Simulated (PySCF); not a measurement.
C₂H₄FGaO, SMILES [Ga]([F])([OH])[CH]=C.

The structure is a stationary point at PBE-D3(BJ)/def2-SVP. The structure was generated by enumeration; whether it is a known compound was not checked. The values are those of a single conformer.

These are B3LYP/def2-TZVP (PySCF) values and carry that method's errors.

Symmetry labels are those of the subgroup Cs that the program uses (full group Cs).

Computed valence orbital energies around the gap with their symmetry:
```csv
orbital,symmetry,energy (eV)
HOMO−7,A',-12.20
HOMO−6,A',-11.54
HOMO−5,A",-10.50
HOMO−4,A',-10.50
HOMO−3,A',-9.55
HOMO−2,A",-8.86
HOMO−1,A',-8.79
HOMO,A",-8.25
LUMO,A",-1.71
LUMO+1,A',-0.83
LUMO+2,A",0.49
LUMO+3,A',0.99
```
